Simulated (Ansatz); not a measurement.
Ansatz results at the PBE0-D4/def2-TZVP geometry: HOMO–LUMO gap (B3LYP/def2-TZVPP) 9.43 eV; HOMO–LUMO gap (PBE0/def2-TZVPP) 9.97 eV; size of the dipole moment (B3LYP/def2-TZVPP) 0.00 D.

(1) Which molecule gave them?
A. `N#CC(F)(F)F`
B. `FC(F)C1(F)OC1(F)F`
C. `CC#CC(F)F`
D. `C1CCC1`

## Answers

(1) D. The others give `CC#CC(F)F`: 8.03, 8.51, 3.10; `FC(F)C1(F)OC1(F)F`: 10.15, 10.69, 1.37; `N#CC(F)(F)F`: 9.78, 10.34, 1.40.

B3LYP here is the variant with VWN-RPA as its local correlation; programs differ in this.
